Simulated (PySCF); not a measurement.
**SiI⁻: from constants to spectrum**

UHF-SCS-MP2 constants of SiI⁻, ³Σ⁻ (triplet), unpaired electrons π ↑↑ (PySCF, scalar-relativistic core potentials, basis sets Si def2-SVPD, I def2-SVPD with ECP28; masses 27.9769 and 126.9045 u):

```
ωe            : 200.5 cm⁻¹
ωexe          : 1.36 cm⁻¹
Be            : 0.096087 cm⁻¹
αe            : 0.000811 cm⁻¹
De to Si + I⁻ : 1.09 eV
```

Q: What force constant and bond length do these constants imply?

A: Reduced mass μred = 22.923 u; k = 5.8918×10⁻⁷·μred·ωe² (u, cm⁻¹, mdyn/Å) = 0.543 mdyn/Å; Re = √(16.8576/(μred·Be)) (u, cm⁻¹, Å) = 2.766 Å.

Q: Estimate the centrifugal constant D from the Kratzer relation and find the Dunham coefficient a1.

A: D = 4Be³/ωe² = 8.83e-08 cm⁻¹; a1 = −1 − αeωe/(6Be²) = -3.94.

Correlated steps freeze 9 core orbitals. Correlated levels converge slowly with the basis: in double zeta they bind strong bonds too weakly, by up to about 1 eV, and carry superposition errors of some tenths. These are scalar-relativistic numbers at best; spin–orbit coupling would shift them, the dissociation energy most. For an ion De counts to the pair picked by the measured ionisation energies or electron affinities, which need not be the lowest pair at this level. The state is the lowest determinant that a PBE0 search found; another state may lie lower at other levels.
